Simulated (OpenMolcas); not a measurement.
## Ni VII: effect of the basis set

```yaml
Program: OpenMolcas 26.06
Method: CASSCF
Active_space: 4 electrons in 5 orbitals (3d)
State_averaging: 2S+1 = 5 even, 5 roots; 2S+1 = 3 even, 45 roots; 2S+1 = 1 even, 50 roots
Spin-orbit_coupling: state interaction with AMFI integrals over the reference wave functions, term energies averaged over their components
```

A. ANO-RCC-VDZP [5s4p2d1f], DKH2, point nucleus; cost roughly 18 core-seconds
B. ANO-RCC-VTZP [6s5p3d2f1g], DKH2, point nucleus; cost about 26 core-seconds
C. ANO-L-VTZP [6s5p3d2f1g], non-relativistic, point nucleus; cost about 50 core-seconds
D. ANO-R2 [6s5p4d2f1g], X2C, finite nucleus; cost roughly 21 core-seconds
E. ANO-RCC-VQZP [7s6p4d3f2g1h], DKH2, point nucleus; cost roughly 28 core-seconds
F. ANO-R3 [7s5p5d3f2g1h], X2C, finite nucleus; cost about 21 core-seconds

Energies in cm-1 above 3d4 5D0, the measured ground level; measured values from Corliss and Sugar, J. Phys. Chem. Ref. Data 10, 197 (1981).

```csv
Level,A,B,C,D,E,F,Measured
3d4 5D0,0.0,0.0,0.0,0.0,0.0,0.0,0.0
3d4 5D1,294,287,303,279,277,280,279
3d4 5D2,854,836,881,812,805,815,804
3d4 5D3,1640,1607,1690,1563,1551,1569,1520
3d4 5D4,2614,2563,2690,2497,2479,2505,2392
3d4 3H4,33877,33608,33748,33978,33945,33795,31672
3d4 3H5,34516,34228,34406,34581,34543,34402,32286
3d4 3H6,35184,34881,35091,35218,35175,35042,32877
3d4 3P0(1),35519,35266,35308,35739,35716,35517,30077
3d4 3P1(1),37242,36944,37076,37375,37341,37163,31836
3d4 3F2(1),39175,38851,39029,39266,39223,39056,34247
3d4 3F3(1),39221,38900,39070,39320,39278,39109,34317
3d4 3F4(1),39507,39179,39365,39591,39547,39382,34576
3d4 3P2(1),40103,39739,40000,40114,40061,39913,34555
3d4 3G3,42953,42588,42818,43006,42953,42789,38160
3d4 3G4,43636,43257,43514,43663,43606,43448,38746
3d4 3G5,44118,43729,44005,44127,44067,43914,39247
3d4 1I6,51362,50924,51178,51454,51395,51183,
3d4 1G4(1),54429,53952,54231,54510,54445,54221,
3d4 3D3,55137,54671,54945,55200,55129,54925,
3d4 3D2,55346,54876,55158,55402,55330,55127,
3d4 3D1,55659,55179,55482,55694,55619,55422,
3d4 1S0(1),62887,62338,62627,62993,62917,62652,
3d4 1D2(1),67000,66416,66734,67085,67000,66735,
```

Deviations, from unrounded energies. A percentage is the sum of absolute deviations over the sum of measured energies, with the sign that they share, or ± where signs differ.

```json
{"Against measurement": "mean absolute deviation (cm-1)", "Levels": "16", "A": "3300", "B": "3100", "C": "3200", "D": "3300", "E": "3300", "F": "3200"}
{"Against measurement": "fine structure of the ground term (%)", "Levels": "4", "A": "+8.2", "B": "+6.0", "C": "+11.4", "D": "±3.1", "E": "±2.4", "F": "+3.5"}
{"Against measurement": "other terms of the ground configuration (%)", "Levels": "12", "A": "+12.7", "B": "+11.8", "C": "+12.3", "D": "+12.9", "E": "+12.8", "F": "+12.3"}
```

B, F lie about equally close to measurement and D furthest from it. The largest miss of B in the table is 3d4 3P0(1), by +5200 cm-1. The ranking rests on the paired levels alone, and a cruder setting can come out closer through cancelling errors.

Among A to F the level of the table that moves most is 3d4 1D2(1), by 670 cm-1 (lowest in B, highest in D).

Without dynamic correlation excited terms often stand tens of per cent too high (terms of higher spin than the ground term too low), and those without a measured partner can miss by more than the paired ones. The basis is small and was not contracted for so high a charge (holds for A). Measured partners are found by configuration, term and J. A level has none where our copy of the source lacks it or the pairing is in doubt (some pairs that miss far off the trend of their configuration count as doubtful), and it then counts in no deviation. Levels of configurations outside the active space are missing. Levels that lie high or do not pair safely by name in every column are left out.

A number in round brackets counts repeated terms of one configuration in the order of the reference energies.
